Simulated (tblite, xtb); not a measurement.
C$_{7}$H$_{7}$O (SMILES Cc1ccc([O])cc1), doublet, at a GFN2-xTB geometry. Base run: xtb 6.7.1 with GFN1-xTB.

xtb was given this input:
```
$ xtb mol.xyz --gfn 1 --uhf 1 --json

# file mol.xyz
15

C     -2.77485450    -0.31397233    -0.09795376
C     -1.29792260    -0.13873099    -0.03622907
C     -0.45540720    -1.26271643     0.02356923
C      0.90039985    -1.13281791     0.06596932
C      1.53805169     0.17123047     0.05117137
O      2.76698655     0.30614444     0.08995023
C      0.63546333     1.30580553    -0.01312065
C     -0.71777593     1.13931539    -0.05441069
H     -3.10307357    -1.07229238     0.61135704
H     -3.06467633    -0.65514815    -1.09371576
H     -3.29368044     0.61901725     0.10676058
H     -0.90589933    -2.24607811     0.03647089
H      1.54792454    -1.99548828     0.11300103
H      1.08227016     2.28858041    -0.02585172
H     -1.36648507     2.00357152    -0.10159847
```

Programs used: tblite, xtb; a row that names a program was run with it.

Each row names what was changed in the base input (with any setting that the change needs).

```json
[
 {"change": "base", "ΔE vs base (kJ/mol)": "0.00", "dipole (D)": "6.26", "SCF cycles": "10"},
 {"change": "alpb = dmso", "ΔE vs base (kJ/mol)": "-41.2", "dipole (D)": "7.51", "SCF cycles": "10"},
 {"change": "etemp = 10000", "ΔE vs base (kJ/mol)": "-152.3", "dipole (D)": "5.90", "SCF cycles": "11"},
 {"change": "program = tblite; method = gfn1; option = (--efield, 0,0,0.1)", "ΔE vs base (kJ/mol)": "0.45", "dipole (D)": "-", "SCF cycles": "-"},
 {"change": "acc = 0.1", "ΔE vs base (kJ/mol)": "0.00", "dipole (D)": "6.26", "SCF cycles": "12"},
 {"change": "etemp = 5000", "ΔE vs base (kJ/mol)": "-33.1", "dipole (D)": "5.73", "SCF cycles": "12"},
 {"change": "acc = 0.0001", "ΔE vs base (kJ/mol)": "0.00", "dipole (D)": "6.26", "SCF cycles": "16"}
]
```

ALPB and GBSA are two models with their own fitted parameters for each solvent, which aren't always the measured dielectric constant.
